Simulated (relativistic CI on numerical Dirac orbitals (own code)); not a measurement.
Computed by Dirac-Coulomb-Breit CI, separate exchange-only KLI orbitals for each configuration, model QED (radiative potential, 1s self-energy scaled to tabulated hydrogen-like ionisation energies), unscaled Slater integrals (own radial code, finite nucleus).

The strongest absorption lines from the ground level of an ion, among the configurations computed and to levels below about 391 eV (vacuum wavelength in Å, gf): 78.341 (1.9), 81.919 (0.45), 83.497 (0.75), 84.449 (0.71), 85.249 (1.4), 86.824 (0.43), 96.063 (0.98), 97.946 (0.46).

**Question.** Which ion is it?
A. Se XV
B. Sr XIX
C. Sr XVII
D. Mo XXIII

**Answer.** B. Sr XIX has 20 electrons and the ground level 3s2 3p6 3d2 3F_2; the strongest line goes to 3s2 3p5 3d3 3D°_1. The pattern of lines fixes the number of electrons, and along that sequence the line energies rise steadily with the charge (about as its square where n changes within one kind of shell, about linearly where n is kept but much faster in heavy ions where fine structure, which grows about as Z⁴, sets the gap, and irregularly where shells cross), which fixes Z. Configurations outside the model, such as inner-shell arrays, can give stronger lines. At this charge energies of transitions that change n are usually good to better than 1 %, and those within a shell (Δn = 0) to a few per cent. Terms inside the open d or f shell come out 10 to 20 % too wide with unscaled integrals.

LS names give the leading component of a level, which can be under half, so a name can repeat, a term be missing and a line seem to break the LS rules.
